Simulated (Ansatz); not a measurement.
C$_{2}$H$_{6}$AsNSi, SMILES `C#CN[AsH][SiH3]`. Total charge 0; spin multiplicity 1.

Cartesian coordinates in Å:
```
C 2.856 -0.861 0.590
C 1.656 -0.904 0.672
N 0.325 -0.992 0.731
As -0.640 -0.957 -0.885
Si -1.406 1.294 -0.748
H 3.917 -0.835 0.534
H -0.096 -0.547 1.534
H -1.929 -1.489 -0.263
H -1.819 1.613 0.646
H -0.301 2.201 -1.148
H -2.563 1.479 -1.664
```

What are the harmonic wavenumbers in cm⁻¹ at PBE0-D4/def2-TZVP (Ansatz, finite differences of forces, unscaled)? (Estimate.)

Ansatz gave: 30, 109, 128, 151, 347, 383, 418, 433, 455, 506, 527, 673, 694, 706, 815, 872, 928, 942, 1145, 1328, 2191, 2209, 2226, 2242, 2245, 3496, 3583.

Is this a minimum?

Yes, all 27 modes are real.

Give the ideal-gas thermochemistry at 298.15 K and 1 bar (rigid rotor, harmonic oscillator; point group C1, symmetry number 1).

Zero-point energy 178.1 kJ/mol; H(298) − E = 202.4 kJ/mol; entropy 382.5 J/(mol·K), of which translation 171.1, rotation 117.9, vibration 93.6; G(298) − E = 88.4 kJ/mol. Modes under 100 cm⁻¹ are hindered rotations or soft bends, so the harmonic entropy is rough.
